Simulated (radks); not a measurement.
Valence configurations of Sn (all share [Kr]). All-electron calculation, Dirac Kohn-Sham, PBE, spin-unpolarised, spherical densities, finite nucleus; open shells fill j = l - 1/2 first; Fermi nuclear charge, rms radius 4.6519 fm. Program: a radial shooting solver on a logarithmic mesh with Libxc functionals. Energies are relative to 4d10 5s2 5p2; eigenvalues in eV.

valence           E (eV)  e(4d3/2)  e(4d5/2)  e(5p1/2)  e(5p3/2)  e(5s1/2)
4d10 5s2 5p2       0.000   -26.113   -25.073    -3.831         -   -10.321
4d10 5s1 5p3       7.065   -27.688   -26.643    -4.533    -4.056   -11.254
4d9 5s2 5p3       24.018   -31.956   -30.859    -5.060    -4.500   -12.317
4d10 5p4          14.387   -29.151   -28.101    -5.167    -4.652         -
4d9.5 5p4.5       26.677   -31.940   -30.862    -5.722    -5.148         -
4d9.5 5s2 5p2.5   11.424   -29.043   -27.974    -4.455    -3.956   -11.338
4d10 5s1.5 5p2.5   3.498   -26.917   -25.874    -4.192    -3.735   -10.801
4d9 5s1 5p4       31.951   -33.384   -32.282    -5.689    -5.091   -13.137
4d8 5s1.5 5p4.5   57.065   -38.426   -37.270    -6.529    -5.827   -14.562
4d8 5s2 5p4       52.723   -37.756   -36.603    -6.234    -5.550   -14.184

NIST lists [Kr] 4d10 5s2 5p2 as the ground configuration; this level of theory agrees among the configurations tried. The energies are those of spherical spin-averaged densities, not of single terms.
